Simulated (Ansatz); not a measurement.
System: P$_{2}$H$_{3}$, net charge 0, doublet state. It need not be the lowest isomer of its formula. SMILES: [PH]P
Geometry from a B3LYP-D3(BJ)/def2-TZVP (Ansatz, a quantum-chemistry and plane-wave program) optimisation:
```
P
H 1 1.4160
H 1 1.4187 2 95.53
P 1 2.1895 2 97.11 3 100.93
H 4 1.4237 1 92.01 2 -157.85
```
Charge 0, spin multiplicity 2.

Quantity: vertical ionisation energy (to the singlet state of charge +1; each state is the SCF solution reached for its spin; for the singlet the Hartree-Fock reference is unstable and T1 is 0.038), in eV. Valence correlation only, unless marked. Open shells are spin-unrestricted. No spin-orbit coupling. No relativistic terms. Basis-set limits of correlation are two-point, X^-3; Hartree-Fock from the larger set. The bracket is a focal-point correction in the basis named.

| level | program | vertical ionisation energy (eV) |
|---|---|---|
| HF/aug-cc-pV(D+d)Z | Ansatz | 8.41 |
| HF/def2-SVPD | Ansatz | 8.40 |

Q: What does RI-MP2/CBS(aug-cc-pV(T+d)Z,aug-cc-pV(Q+d)Z)+[CCSD(T)-MP2]/aug-cc-pV(T+d)Z (Ansatz) give?

A: 8.56 eV, so HF/def2-SVPD differs from it by -0.16 eV.
